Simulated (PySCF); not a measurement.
**Br²³⁺ (bromine, charge +23): Hartree-Fock from Schrödinger to Dirac-Coulomb-Breit**

Occupied: 1s1/2, 2s1/2, 2p1/2, 2p3/2, 3s1/2. Hartree-Fock calculated with PySCF 2.14 in an even-tempered Gaussian basis (17 s from 1.3 bohr⁻², ratio 2.7; 13 p from 1.5 bohr⁻², ratio 2.7), Gaussian nucleus throughout. NR is non-relativistic, sf-X2C the spin-free one-electron X2C Hamiltonian, X2C adds the bare one-electron spin-orbit term, X2C-SNSO screens it by Boettger's factors, DC is four-component Dirac-Coulomb, and the Gaunt and Breit terms are added at first order (total energies over the DC spinors, levels after relaxing the spinors in that mean field). QED terms are absent. Levels marked empty are virtual spinors of this ion; the basis has s and p functions only, so 3d, which can lie below the n = 4 levels, is absent.

```tsv
level (eV)	NR	sf-X2C	X2C	X2C-SNSO
1s1/2	-14386.9	-14613.8	-14613.5	-14613.6
2s1/2	-2772.6	-2829.2	-2829.1	-2829.1
2p1/2	-2599.0	-2614.5	-2650.3	-2648.2
2p3/2	-2599.0	-2614.5	-2597.4	-2598.4
3s1/2	-1049.7	-1065.3	-1065.3	-1065.3
3p1/2 (empty)	-956.16	-961.66	-969.54	-969.07
3p3/2 (empty)	-956.16	-961.66	-957.91	-958.12
4s1/2 (empty)	-526.40	-532.13	-532.12	-532.12
```

Task: Where do the four-component calculations put these levels?

Result: 1s1/2: DC -14621.8, DC+Gaunt -14600.8, DC+Breit -14602.1; 2s1/2: DC -2830.0, DC+Gaunt -2828.2, DC+Breit -2828.3; 2p1/2: DC -2648.5, DC+Gaunt -2645.2, DC+Breit -2645.6; 2p3/2: DC -2599.0, DC+Gaunt -2596.7, DC+Breit -2597.0; 3s1/2: DC -1065.5, DC+Gaunt -1065.0, DC+Breit -1065.1; 3p1/2 (empty): DC -969.11, DC+Gaunt -968.39, DC+Breit -968.50; 3p3/2 (empty): DC -958.23, DC+Gaunt -957.72, DC+Breit -957.83; 4s1/2 (empty): DC -532.19, DC+Gaunt -532.03, DC+Breit -532.05 (eV).

```csv
Hamiltonian,E (hartree),E − E(DC) (hartree),CPU seconds
NR,-2237.6470,31.9115,0.23
sf-X2C,-2268.9947,0.5638,0.12
X2C,-2269.1379,0.4205,0.16
X2C-SNSO,-2269.1218,0.4367,0.16
DC,-2269.5585,0.0000,7.5
DC+Gaunt,-2268.2685,1.2899,14
DC+Breit,-2268.3796,1.1789,45
```

Weight of the small component: 1s1/2 0.0161, 2s1/2 0.00332, 2p1/2 0.00326, 2p3/2 0.00319, 3s1/2 0.00113, 3p1/2 0.00108, 3p3/2 0.00107, 4s1/2 0.000510.

Koopmans' value for the highest occupied level at DC+Breit: 1065.1 eV, against an ionisation energy of 1070.6 ± 1.4 eV (semi-empirical (NIST evaluation); NIST Atomic Spectra Database, ionization energies); the former lacks relaxation, correlation, QED and recoil.

The whole ladder took 69 s of wall time on 1 thread of Intel(R) Xeon(R) Platinum 8488C (shared host), launched as `OMP_NUM_THREADS=1 python relrun2.py TASK.json OUT` (a driver that calls PySCF for each Hamiltonian).
